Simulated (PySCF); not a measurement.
**Excitation energy of Se⁺ by level of theory**

Se⁺ [Ar] 3d10 4s2 4p3 (4S) → Se⁺ [Ar] 3d10 4s1 4p4 (4P), as a difference of total energies. All numbers are calculated (PySCF 2.14, a scalar-relativistic core potential, in aug-cc-pVQZ-PP with ECP10MDF (7s6p5d3f2g, 89 functions)). Correlated levels: valence: 3s2 3p6 3d10 frozen. The calculations carry no spin-orbit coupling.

| method | excitation energy (eV) |
| --- | --- |
| UHF | 10.910 |
| MP2 (valence) | 10.903 |
| SCS-MP2 (valence) | 10.903 |
| CCSD (valence) | 10.440 |
| CCSD(T) (valence) | 10.300 |

Task: How much does correlation contribute at CCSD(T) (valence)?

Result: 10.300 − (10.910) = -0.610 eV, measured against UHF.

Errors of the correlated levels include the incompleteness of this basis and the frozen core.

The coupled-cluster amplitudes are large for the upper state (T1 above 0.03 or a double amplitude above 0.15), so a single reference is strained.

For comparison: 10.523 eV (measured; NIST levels, between the centres of gravity of the two terms).
